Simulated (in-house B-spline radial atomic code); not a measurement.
Results of a calculation; reference values are marked as such.
# Correlation energy from the adiabatic connection: ω²r²/2 − Z/r, ω = 1.08, Z = 0.3

Two electrons in a singlet, external potential ω²r²/2 − Z/r, ω = 1.08, Z = 0.3 (atomic units). Full CI in B-splines (partial waves to l = 8, correlation up to 0.6 % small) with the density held fixed gives W(λ) = <V_ee>_λ − U, and E_c is the integral of W(λ) − W(0) from 0 to 1.

| λ | W(λ) − W(0) (hartree) |
| --- | --- |
| 0 | 0.00000 |
| 0.02 | -0.00194 |
| 0.05 | -0.00481 |
| 0.12 | -0.01133 |
| 0.25 | -0.02277 |
| 0.4 | -0.03498 |
| 0.6 | -0.04981 |
| 0.8 | -0.06316 |
| 1 | -0.07523 |

Integrate the table by the trapezoid rule.

The strips give -0.00002, -0.00010, -0.00056, -0.00222, -0.00433, -0.00848, -0.01130, -0.01384, which sum to -0.04085 hartree. The direct value, W(1) − W(0) + T_c with T_c = 0.03429, is -0.04094; the curve is convex, so chords lie above it and the trapezoids fall short in size by 0.22 %.

Now use only three numbers: W(0) = -0.82462, the initial slope W'(0) = -0.09766 (extrapolated from the first points) and the strong-coupling limit of the point-charge-plus-continuum model, W∞ = -1.13. What do second-order theory and the interpolation W(λ) = W∞ + (W(0) − W∞)/√(1 + 2χλ) of Seidl, Perdew and Levy give?

Second order keeps the slope alone: E_c = W'(0)/2 = -0.04883, +19 % in size against -0.04094. Matching the slope fixes χ = W'(0)/(W∞ − W(0)) = -0.09766/(-0.30538) = 0.31980. Integrating, with s = √(1 + 2χ) = 1.280467, E_c = −(W(0) − W∞)(s − 1)/(s + 1) = −0.30538 × 0.280467/2.280467 = -0.03756 hartree, -8.3 % in size against the full result. At λ = 1 the formula gives W − W(0) = -0.06689 against -0.07523. Part of the miss can come from the model's W∞.
